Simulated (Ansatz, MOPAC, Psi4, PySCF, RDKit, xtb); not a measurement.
Two geometries of SMILES c1c(O)ccc(B(O)O)c1, relaxed at B3LYP-D3(BJ)/def2-SVP with one dihedral held; other torsions can differ between them too.

Structure A

```
17

O      2.7936     0.7705    -1.3360
B      2.2523     0.2396    -0.2016
O      3.1104    -0.1275     0.8027
C      0.6984     0.0800    -0.1127
C     -0.0966     0.1739    -1.2699
C     -1.4803     0.0150    -1.2232
C     -2.1160    -0.2392     0.0013
O     -3.4575    -0.4006     0.1088
C     -1.3497    -0.3316     1.1725
C      0.0314    -0.1755     1.1014
H      3.7584     0.7983    -1.2914
H      2.6719    -0.5568     1.5457
H      0.3868     0.3772    -2.2283
H     -2.0775     0.0889    -2.1379
H     -3.8623    -0.3098    -0.7640
H     -1.8583    -0.5227     2.1192
H      0.6008    -0.2427     2.0351
```

Structure B

```
17

O      2.8502     0.7558    -1.3607
B      2.2535     0.2510    -0.2476
O      3.0515    -0.0616     0.8223
C      0.6897     0.1016    -0.1866
C      0.0147    -0.9167    -0.8805
C     -1.3645    -1.0961    -0.7599
C     -2.1114    -0.2494     0.0703
O     -3.4549    -0.3718     0.2235
C     -1.4606     0.7683     0.7813
C     -0.0816     0.9253     0.6569
H      3.8115     0.8009    -1.2620
H      2.5479    -0.4117     1.5666
H      0.5734    -1.5846    -1.5421
H     -1.8673    -1.8959    -1.3133
H     -3.7738    -1.1015    -0.3235
H     -2.0540     1.4204     1.4251
H      0.4052     1.7217     1.2282
```

Q: Which is lower in energy at the level CCSD(T) on RHF/cc-pVDZ, frozen core // B3LYP-D3(BJ)/def2-SVP (Ansatz, a first-principles code), and by how much?

A: A is lower, by 15.46 kJ/mol (dihedral O1–B2–C4–C5: 15° in A, 75° in B).

E(B) − E(A) in kJ/mol at the other levels, on the same two geometries: B3LYP/def2-TZVP // B3LYP-D3(BJ)/def2-SVP (Psi4) 15.70; B3LYP-D3(BJ)/def2-TZVP // B3LYP-D3(BJ)/def2-SVP (Psi4) 16.32; PBE/def2-TZVP // B3LYP-D3(BJ)/def2-SVP (Psi4) 15.10; PBE-D3(BJ)/def2-TZVP // B3LYP-D3(BJ)/def2-SVP (Psi4) 15.41; wB97M-V/def2-TZVP // B3LYP-D3(BJ)/def2-SVP (Psi4) 15.79; RHF/cc-pVDZ // B3LYP-D3(BJ)/def2-SVP (Ansatz) 19.13; MP2 on RHF/cc-pVDZ, frozen core // B3LYP-D3(BJ)/def2-SVP (Ansatz) 14.33; CCSD on RHF/cc-pVDZ, frozen core // B3LYP-D3(BJ)/def2-SVP (Ansatz) 15.57; RHF/cc-pVTZ // B3LYP-D3(BJ)/def2-SVP (Ansatz) 18.06; MP2 on RHF/cc-pVTZ, frozen core // B3LYP-D3(BJ)/def2-SVP (Ansatz) 14.53; UFF // B3LYP-D3(BJ)/def2-SVP (RDKit) 22.59; PM3, restricted, heats of formation // B3LYP-D3(BJ)/def2-SVP (MOPAC) 3.79; PM6, restricted, heats of formation // B3LYP-D3(BJ)/def2-SVP (MOPAC) 4.34; GFN1-xTB // B3LYP-D3(BJ)/def2-SVP (xtb) 12.64; restricted B3LYP/6-31G*, spherical d, density fitting // B3LYP-D3(BJ)/def2-SVP (PySCF) 16.38; restricted MP2 (frozen core)/3-21G // B3LYP-D3(BJ)/def2-SVP (PySCF) 15.19; restricted Hartree-Fock/STO-3G // B3LYP-D3(BJ)/def2-SVP (PySCF) 13.47; restricted BP86/6-31G*, spherical d, density fitting // B3LYP-D3(BJ)/def2-SVP (PySCF) 15.34.
